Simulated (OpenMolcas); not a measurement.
4s² 4p³ along the 33-electron sequence

```json
{
 "Program": "OpenMolcas 26.06",
 "Method": "CASSCF",
 "Basis": "ANO-RCC-VQZP",
 "Scalar Hamiltonian": "DKH2, point nucleus",
 "Spin-orbit coupling": "RASSI with atomic mean-field integrals over the reference wave functions, term energies averaged over their components"
}
```

Active space for each ion: 5 electrons in 4 orbitals (4s 4p).

Computed levels in cm-1 above ⁴S°_3/2:

```json
{"Level": "²D°_3/2", "Se+": "17295", "Br2+": "19640", "Kr3+": "21591"}
{"Level": "²D°_5/2", "Se+": "17905", "Br2+": "20707", "Kr3+": "23302"}
{"Level": "²P°_1/2", "Se+": "25054", "Br2+": "29186", "Kr3+": "33029"}
{"Level": "²P°_3/2", "Se+": "25758", "Br2+": "30462", "Kr3+": "35144"}
{"Level": "weight of ⁴S° in the lowest level (%)", "Se+": "99", "Br2+": "99", "Kr3+": "98"}
```

Measured, with the error of the calculation in %. Measured levels: Se+ from NIST Handbook of Basic Atomic Spectroscopic Data; Br2+ from Moore, Atomic Energy Levels, vol. II, NSRDS-NBS 35 (1971 reprint of NBS Circular 467, 1952); Kr3+ from Saloman, J. Phys. Chem. Ref. Data 36, 215 (2007).

| Level | Se+ | Br2+ | Kr3+ |
| --- | --- | --- | --- |
| ²D°_3/2 | 13168 (+31.3) |  | 17038 (+26.7) |
| ²D°_5/2 | 13784 (+29.9) |  | 18700 (+24.6) |
| ²P°_1/2 | 23038 (+8.7) | 26915 (+8.4) | 31056 (+6.4) |
| ²P°_3/2 | 23895 (+7.8) | 28579 (+6.6) | 33406 (+5.2) |

²D°_3/2 changes by a factor of 1.25 over the same range, with steps per unit of Z of +2340, +1950 cm-1.

Without dynamic correlation excited terms often stand tens of per cent too high (terms of higher spin than the ground term too low), and those without a measured partner can miss by more than the paired ones (holds for Se+). Computed and measured levels are paired by configuration, term and J; levels that our copy of the source lacks, or whose pairing is in doubt (as where it misses far off the trend of its configuration), stay unpaired and out of the deviations. Levels of configurations outside the active space are missing.

° marks odd parity.
